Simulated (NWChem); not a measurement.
Atomisation of HF₃SSi

```xyz
6

F     -0.8577     0.6930     1.3894
Si    -0.3195     0.1347    -0.0287
F     -0.3571     1.3946    -1.0405
F     -1.3499    -0.9828    -0.5674
S      1.5880    -0.7631     0.1104
H      2.1472     0.3803     0.6012
```
Charge 0, spin multiplicity 1.

Program: NWChem. The geometry was optimised at PBE/def2-SVP, a minimum by its harmonic frequencies.

Basis set: def2-TZVP. The atomisation energy is electronic alone: no zero-point, thermal, spin-orbit or counterpoise terms. No value is extrapolated to the basis-set limit. Free atoms are single determinants with multiplicities F 2, Si 3, S 3, H 2. Correlated methods freeze the same cores in atoms and molecule, 13 orbitals in all.

B3LYP has NWChem's definition, with VWN1-RPA local correlation. The structure started from a generated list of species. No SCF solution was tested for a lower state. Open-shell Hartree-Fock references start from PBE0 orbitals.

### Question
One of these methods gave an atomisation energy of 573.4 kcal/mol. Which?
A) HF
B) B3LYP
C) BHandHLYP
D) MP2

### Answer
B, B3LYP. The others give 594.9 (MP2), 551.3 (BHandHLYP), 427.1 (HF).
